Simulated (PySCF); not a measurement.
Molecule: SMILES C#CCB(C)C, C₅H₉B.

Cartesian coordinates in Å; atom numbers follow the order of the lines, from 1:
```xyz
15

C     2.979    0.676   -0.227
C     2.021   -0.040   -0.183
C     0.851   -0.890   -0.127
B    -0.551   -0.152   -0.244
C    -0.613    1.397   -0.511
C    -1.871   -0.997   -0.072
H     3.823    1.297   -0.265
H     0.888   -1.468    0.804
H     0.928   -1.629   -0.933
H    -1.619    1.806   -0.556
H    -0.112    1.638   -1.447
H    -0.061    1.941    0.255
H    -2.316   -0.762    0.896
H    -2.624   -0.735   -0.813
H    -1.727   -2.075   -0.104
```

Frames of a GFN2-xTB Langevin trajectory at 600 K; GIAO PBE0/pcSseg-1 shieldings in PySCF, gas phase, non-relativistic; equivalent atoms averaged within each frame.

References, each an isolated molecule treated in the same way: $^{13}$C (σref 186.93) and $^{1}$H (σref 31.72) vs TMS; $^{11}$B (σref 100.07) against BF3·OEt2. The references are static minima.

Q: How do the shifts (ppm) fluctuate along the trajectory?

A: 
```tsv
time (fs)	C2	C1	C3	C5/C6	B4	H7	H10/H11/H12/H13/H14/H15	H8/H9
optimised geometry	88.7	73.9	21.6	15.7	89.5	1.37	1.05	2.34
250	100.6	81.5	22.4	18.2	94.1	2.35	1.53	1.50
425	93.7	78.6	20.5	14.1	86.6	2.54	0.68	2.67
625	92.4	76.4	20.1	18.4	85.4	-0.14	1.12	1.26
800	86.4	76.2	24.6	13.2	81.6	1.86	1.30	2.09
1000	106.3	77.0	28.3	19.7	82.8	2.53	1.44	3.87
mean of frames	95.9	78.0	23.2	16.7	86.1	1.83	1.21	2.28
standard deviation	7.7	2.2	3.4	2.9	4.9	1.14	0.34	1.05
```

5 frames give an uncertainty of the mean of about the standard deviation over 2.2 at best, since frames this close in time may not be independent; classical motion lacks zero-point vibration, and the reference would need the same averaging.
